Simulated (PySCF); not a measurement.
C5H7NO.
Bonds: C1–C2 (double), C2–C3, C3–C4 (double), C3–N5, N5–C6, C6–O7 (double). Hydrogens: H8, H9 on C1; H10 on C2; H11, H12 on C4; H13 on N5; H14 on C6.

A linear-response calculation (PySCF, def2-SVPD basis, gas phase, vertical, core orbitals frozen in the response) gave these numbers; the functional is withheld.

Orbital energies (eV): HOMO-3 -12.30, HOMO-2 -10.17, HOMO-1 -9.74, HOMO -8.52, LUMO 0.51, LUMO+1 1.86, LUMO+2 1.94.

```json
{"state": "S1", "E (eV)": "5.30", "f": "0.0013", "main configurations (H = HOMO, L = LUMO)": "H-1→L+1 (54%), H-1→L (43%)"}
{"state": "S2", "E (eV)": "5.42", "f": "0.304", "main configurations (H = HOMO, L = LUMO)": "H→L (94%)"}
{"state": "S3", "E (eV)": "6.22", "f": "0.224", "main configurations (H = HOMO, L = LUMO)": "H→L+1 (96%)"}
{"state": "S4", "E (eV)": "6.53", "f": "0.0031", "main configurations (H = HOMO, L = LUMO)": "H→L+2 (90%)"}
{"state": "S5", "E (eV)": "6.60", "f": "0.277", "main configurations (H = HOMO, L = LUMO)": "H-2→L (94%)"}
{"state": "S6", "E (eV)": "6.84", "f": "0.0004", "main configurations (H = HOMO, L = LUMO)": "H-1→L (52%), H-1→L+1 (35%)"}
```

Triplets (Tamm–Dancoff): T1 3.17 eV, H→L (90%); T2 4.59 eV, H-2→L (53%), H→L+1 (29%); T3 4.87 eV, H-1→L+1 (59%), H-1→L (36%); T4 5.55 eV, H-2→L+1 (37%), H→L+1 (32%), H-3→L (12%).

Vertical ionisation energy by ΔSCF with the same functional: 8.64 eV. Mean static polarisability: 77.2 au.

Question: Name the functional.
A. HF
B. wB97X-D
C. B3LYP
D. PBE

Answer: B. wB97X-D is range-separated, 22% exact exchange at short range and 100% at long range (ω = 0.2 bohr⁻¹). In this run −ε(HOMO) = 8.52 eV differs from the ΔSCF value by -0.12 eV, and S1 differs from the orbital gap of 9.04 eV by -3.73 eV. The ratio −ε(HOMO)/IP is 0.99. Small neutral molecules mostly give 0.89 to 0.99 with wB97X-D, 0.5 to 0.7 with PBE, 0.67 to 0.83 with B3LYP; with Hartree–Fock the ratio is 1 or more (Koopmans' value less the relaxation energy is the ΔSCF value).

Method: PySCF, TDDFT wB97X-D/def2-SVPD, vertical, gas phase, core orbitals frozen in the response. Isolated species at its PBE0-D3(BJ)/def2-SVP geometry (one conformer only).

Hardware: Arm Neoverse V1, one thread, no GPU, on a shared host. Cost: 58 s of wall time.

Conformer computed: `[CH2:1]=[CH:2][C:3](=[CH2:4])[NH:5][CH:6]=[O:7]`: C1–C2–C3–C4 180°, C2–C3–N5–C6 180°, C3–N5–C6–O7 0°.
